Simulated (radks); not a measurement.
Spin polarisation of the 5d1 shell in La. Start: [Xe] 5d(up 0.5, down 0.5) 6s2; electrons of 5d are moved from spin down to spin up, other shells keep equal spins. Calculated with a radial shooting solver on a logarithmic mesh with Libxc functionals: scalar-relativistic Kohn-Sham, SCAN, spin-polarised, spherical densities, finite nucleus; meta-GGA in the generalised Kohn-Sham scheme; Fermi nuclear charge, rms radius of each element as measured or else 0.836 A^(1/3) + 0.57 fm.

| moment (Bohr magnetons) | E - E(0) (eV) | e(5d up) (eV) | e(5d down) (eV) | 6s down minus up (eV) | 5p down minus up (eV) | 5s down minus up (eV) |
|---|---|---|---|---|---|---|
| 0 | 0.000 | -2.961 | -2.961 | 0.000 | 0.000 | 0.000 |
| 0.25 | -0.015 | -3.078 | -2.853 | 0.087 | 0.108 | 0.053 |
| 0.5 | -0.055 | -3.187 | -2.747 | 0.184 | 0.217 | 0.109 |
| 0.75 | -0.124 | -3.299 | -2.648 | 0.278 | 0.326 | 0.166 |

At moment 0.75 the spin-polarisation energy is -0.124 eV and the 5d exchange splitting 0.650 eV, that is 0.867 eV per Bohr magneton; E = -I m^2/4 would give I = 0.881 eV.
